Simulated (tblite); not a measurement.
Species: C8H14BN.
SMILES with atom numbers: `[BH3-:1][NH2+:2][c:3]1[cH:4][cH:5][cH:6][cH:7][c:8]1[CH2:9][CH3:10]` (hydrogens: H11, H12, H13 on B1; H14, H15 on N2; H16 on C4; H17 on C5; H18 on C6; H19 on C7; H20, H21 on C9; H22, H23, H24 on C10)
Bond orders are those of one Lewis drawing.

Computed with GFN2-xTB (tblite), gas phase: L-BFGS steps from a force-field or distance-geometry start until the largest atomic force falls under 0.01 eV/Å.

The end geometry, which sets the zero of energy:
```
atom  x, y, z in Å
B1      2.5135   -1.0653    0.5184
N2      1.4398   -0.5648   -0.6715
C3      0.5336    0.4515   -0.2436
C4      0.9244    1.7790   -0.3478
C5      0.0907    2.7930    0.0856
C6     -1.1437    2.4798    0.6271
C7     -1.5286    1.1562    0.7362
C8     -0.7032    0.1231    0.3109
C9     -1.1714   -1.3029    0.4147
C10    -1.8442   -1.7578   -0.8841
H11     1.8530   -1.4715    1.4202
H12     3.1538   -1.9165   -0.0174
H13     3.1516   -0.1046    0.8047
H14     2.0424   -0.2330   -1.4170
H15     0.9572   -1.4087   -0.9590
H16     1.8937    2.0119   -0.7645
H17     0.4041    3.8223    0.0007
H18    -1.8036    3.2633    0.9670
H19    -2.4898    0.9127    1.1652
H20    -0.3357   -1.9592    0.6623
H21    -1.8959   -1.3791    1.2273
H22    -2.7134   -1.1372   -1.0923
H23    -1.1693   -1.6807   -1.7356
H24    -2.1706   -2.7917   -0.7997
```

Question: These geometries come from the run, each turned onto the end geometry. Order them by energy, lowest first.
A.
```
atom  x, y, z in Å
B1      2.5244   -1.0296    0.5332
N2      1.4870   -0.5596   -0.7011
C3      0.5582    0.4366   -0.2638
C4      0.9467    1.7688   -0.3234
C5      0.1048    2.7762    0.1062
C6     -1.1421    2.4514    0.6066
C7     -1.5145    1.1256    0.7014
C8     -0.6778    0.0961    0.2872
C9     -1.1634   -1.3250    0.4062
C10    -1.9185   -1.7469   -0.8576
H11     1.8133   -1.3675    1.4300
H12     3.1680   -1.9236    0.0687
H13     3.1675   -0.0567    0.7837
H14     2.0942   -0.1967   -1.4301
H15     1.0213   -1.4003   -1.0278
H16     1.9242    2.0182   -0.7056
H17     0.4149    3.8068    0.0386
H18    -1.8173    3.2273    0.9272
H19    -2.4868    0.8767    1.0978
H20    -0.3362   -2.0114    0.5960
H21    -1.8455   -1.3955    1.2576
H22    -2.7833   -1.1033   -1.0133
H23    -1.2827   -1.6736   -1.7398
H24    -2.2680   -2.7744   -0.7701
```
B.
```
atom  x, y, z in Å
B1      2.5237   -1.0353    0.5404
N2      1.4721   -0.5589   -0.6776
C3      0.5501    0.4455   -0.2579
C4      0.9417    1.7746   -0.3367
C5      0.1000    2.7817    0.0969
C6     -1.1462    2.4597    0.6072
C7     -1.5279    1.1340    0.7023
C8     -0.6901    0.1071    0.2826
C9     -1.1555   -1.3200    0.3902
C10    -1.9114   -1.7505   -0.8704
H11     1.8507   -1.3940    1.4529
H12     3.1490   -1.9174    0.0382
H13     3.1759   -0.0742    0.7960
H14     2.0873   -0.2160   -1.4074
H15     1.0046   -1.4045   -0.9841
H16     1.9180    2.0131   -0.7341
H17     0.4159    3.8124    0.0373
H18    -1.8130    3.2391    0.9452
H19    -2.4947    0.8837    1.1182
H20    -0.3105   -1.9842    0.5771
H21    -1.8310   -1.4058    1.2437
H22    -2.7767   -1.1091   -1.0230
H23    -1.2853   -1.6855   -1.7589
H24    -2.2585   -2.7758   -0.7704
```
C.
```
atom  x, y, z in Å
B1      2.4917   -1.0119    0.4874
N2      1.5184   -0.5801   -0.7177
C3      0.5892    0.4339   -0.2380
C4      0.9595    1.7730   -0.3239
C5      0.1055    2.7806    0.1072
C6     -1.1488    2.4555    0.6061
C7     -1.5309    1.1278    0.6994
C8     -0.6672    0.0969    0.2990
C9     -1.1725   -1.3369    0.4160
C10    -1.9310   -1.7505   -0.8613
H11     1.8351   -1.3598    1.4137
H12     3.1646   -1.9086    0.1089
H13     3.1589   -0.0790    0.7890
H14     2.1139   -0.2166   -1.4580
H15     1.0407   -1.4116   -1.0558
H16     1.9443    2.0529   -0.7026
H17     0.4088    3.8223    0.0362
H18    -1.8229    3.2406    0.9326
H19    -2.5195    0.8978    1.1036
H20    -0.3466   -2.0359    0.6040
H21    -1.8631   -1.4200    1.2684
H22    -2.8009   -1.0945   -1.0120
H23    -1.2631   -1.6663   -1.7296
H24    -2.2756   -2.7897   -0.7649
```
D.
```
atom  x, y, z in Å
B1      2.5051   -1.0190    0.5064
N2      1.5012   -0.5671   -0.7240
C3      0.5787    0.4344   -0.2421
C4      0.9583    1.7726   -0.3208
C5      0.1053    2.7777    0.1060
C6     -1.1456    2.4552    0.6053
C7     -1.5237    1.1248    0.6986
C8     -0.6698    0.0946    0.2989
C9     -1.1712   -1.3340    0.4168
C10    -1.9296   -1.7513   -0.8604
H11     1.8295   -1.3601    1.4143
H12     3.1671   -1.9133    0.1014
H13     3.1596   -0.0736    0.7867
H14     2.1102   -0.2166   -1.4527
H15     1.0408   -1.4077   -1.0517
H16     1.9392    2.0487   -0.7020
H17     0.4080    3.8159    0.0368
H18    -1.8212    3.2381    0.9315
H19    -2.5102    0.8958    1.1000
H20    -0.3499   -2.0300    0.6021
H21    -1.8568   -1.4166    1.2622
H22    -2.7919   -1.1016   -1.0121
H23    -1.2721   -1.6681   -1.7251
H24    -2.2726   -2.7790   -0.7680
```
E.
```
atom  x, y, z in Å
B1      2.4789   -1.0052    0.4671
N2      1.5274   -0.5844   -0.6948
C3      0.6057    0.4181   -0.2412
C4      0.9713    1.7855   -0.3303
C5      0.1049    2.7845    0.1088
C6     -1.1538    2.4601    0.6078
C7     -1.5400    1.1284    0.7017
C8     -0.6725    0.0952    0.3024
C9     -1.1723   -1.3368    0.4064
C10    -1.9283   -1.7462   -0.8559
H11     1.8382   -1.3602    1.4149
H12     3.1631   -1.9055    0.1144
H13     3.1591   -0.0823    0.7913
H14     2.1217   -0.2129   -1.4690
H15     1.0372   -1.4194   -1.0612
H16     1.9413    2.0532   -0.7007
H17     0.4098    3.8264    0.0356
H18    -1.8224    3.2401    0.9325
H19    -2.5239    0.8994    1.1055
H20    -0.3426   -2.0413    0.6059
H21    -1.8703   -1.4222    1.2766
H22    -2.8096   -1.0880   -1.0125
H23    -1.2550   -1.6650   -1.7352
H24    -2.2791   -2.8017   -0.7624
```

Answer: B (0.004 eV), A (0.016 eV), D (0.067 eV), C (0.129 eV), E (0.279 eV).

In the order of the answer:

```tsv
step	E above end (eV)	largest force (eV/Å)	rms force component (eV/Å)	rms distance from end (Å)	rms bond change (Å)	bond most changed (Å)
18	0.004	0.05	0.014	0.059	0.001	C7–H19 +0.001
7	0.016	0.12	0.040	0.070	0.002	B1–H13 +0.004
2	0.067	0.58	0.143	0.077	0.009	B1–N2 -0.028
1	0.129	1.00	0.231	0.080	0.018	B1–N2 -0.071
0	0.279	1.76	0.484	0.083	0.030	B1–N2 -0.119
```

The cost below is that of the whole relaxation. The run took 1.1 s wall on an Arm Neoverse N1 with one thread (shared host).
